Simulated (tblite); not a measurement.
Compound: C5H5OS (doublet state).
Z-matrix (Å and degrees, GFN2-xTB geometry), rows numbered from 1:
```
S 
C   1  1.8175
C   2  1.4812  1  108.90
C   3  1.3686  2  131.29  1    78.50
C   4  1.4135  3  106.10  2  -178.18
C   5  1.3616  4  105.93  3     0.46
O   6  1.3426  5  110.69  4    -0.08
H   2  1.0898  1  107.62  3  -120.24
H   2  1.0897  1  107.27  3   121.03
H   4  1.0707  3  126.52  2     2.18
H   5  1.0703  4  126.94  3  -179.56
H   6  1.0717  5  132.07  4  -179.76
```

Computed values, GFN2-xTB/tblite, gas phase, harmonic and unscaled. Against measured fundamentals such values can be off by several per cent, at times by over 20. One conformer, not necessarily the lowest. Open shells enter through the occupations alone, without spin polarisation, and single modes of such species can be off by tens of per cent.

Harmonic wavenumbers (cm⁻¹): 40.1, 104.3, 290.9, 303.7, 585.1, 621.5, 674.7, 729.4, 765.4, 818.8, 822.0, 846.5, 859.1, 952.1, 1040.7, 1063.2, 1110.4, 1131.3, 1186.5, 1209.3, 1264.6, 1375.3, 1394.0, 1461.2, 1567.1, 2981.5, 2988.8, 3172.1, 3184.8, 3195.1.

A = 6026, B = 1347, C = 1250 MHz; mass 113.006 u (most abundant isotopes); point group C1, symmetry number 1; spin multiplicity 2.

Q: Zero-point energy?

A: Half the sum of the wavenumbers: 18870 cm⁻¹ = 53.95 kcal/mol.

Q: Entropy at 200 K, 1 bar (ideal gas, RRHO, classical rotation)?

A: Translation 38.13, rotation 26.66, vibration 9.39, spin (R ln 2) 1.38: S = 75.6 cal/(mol K).

Q: And Cp and H(200 K) − H(0)?

A: Cp = 17.59 cal/(mol K), of which vibrations give 9.64 (their classical limit is 30 R = 59.6); H(200 K) − H(0) = 2.54 kcal/mol without the zero-point energy, 0.95 from vibrations.

Q: What must be added to the electronic energy to get the Gibbs energy at 200 K and 1 bar?

A: ZPE + [H(200 K) − H(0)] − T·S = 53.95 + 2.54 − 15.11 = 41.38 kcal/mol.

Q: Which modes carry the vibrational entropy at 200 K?

A: 40.1 cm⁻¹: 4.46; 104.3 cm⁻¹: 2.60; 290.9 cm⁻¹: 0.85; 303.7 cm⁻¹: 0.79; 585.1 cm⁻¹: 0.16; 621.5 cm⁻¹: 0.13 cal/(mol K); the other 24 give 0.40 together.

Q: How do the functions run with temperature in this model?

A: 
| T (K) | S (cal/(mol K)) | Cp (cal/(mol K)) | H − H(0) (kcal/mol) | G − H(0) (kcal/mol) | ln q(vib) |
| --- | --- | --- | --- | --- | --- |
| 50 | 57.4 | 10.8 | 0.47 | -2.40 | 0.43 |
| 100 | 65.4 | 12.7 | 1.05 | -5.49 | 1.11 |
| 298.15 | 83.8 | 24.6 | 4.60 | -20.40 | 3.53 |
| 373.15 | 89.9 | 29.9 | 6.65 | -26.91 | 4.51 |
| 500 | 99.8 | 37.5 | 10.94 | -38.96 | 6.25 |
| 750 | 117.0 | 47.1 | 21.63 | -66.12 | 9.78 |
| 1000 | 131.4 | 52.9 | 34.18 | -97.22 | 13.19 |

q(vib) and H(0) count from the zero-point level.

Q: Blend soft modes into free rotors: weight 1/[1 + (100 cm⁻¹/ν̃)⁴] for the oscillator and the rest for a rotor with moment μB/(μ + B), μ = h/(8π²ν), B = 10⁻⁴⁴ kg m². What vibrational entropy results?

A: 8.25 cal/(mol K) in place of 9.39, which changes −T·S at 200 K by +0.23 kcal/mol.

Hindered rotation and anharmonicity are outside this model. Other conformers, if any are populated, would add a mixing term that is left out. The structure is chiral; the term R ln 2 for an equal mix with its mirror image is left out.
